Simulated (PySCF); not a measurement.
# Radial density of Ga⁺ (gallium, charge +1)

UHF, [Ar] 3d10 4s2, closed-shell 1S. Calculation: PySCF 2.14, in aug-cc-pVTZ-PP with one added diffuse shell each of s, d, f type with ECP10MDF (7s5p5d3f, 68 functions); scalar relativity through the core potential. This is the valence pseudo-density: the core potential removes the inner electrons and smooths the orbitals near the nucleus.

```tsv
r (bohr)	4πr²ρ (e/bohr)
0.00247	2.782e-05
0.00415	7.558e-05
0.00698	0.0001937
0.0117	0.0004539
0.0197	0.001009
0.0332	0.002596
0.0558	0.01625
0.0939	0.1706
0.158	1.410
0.266	7.711
0.447	23.76
0.752	20.51
1.26	5.010
2.13	1.338
3.58	0.2616
6.02	0.005169
```

Energies and moments cover only the electrons outside the core potential.
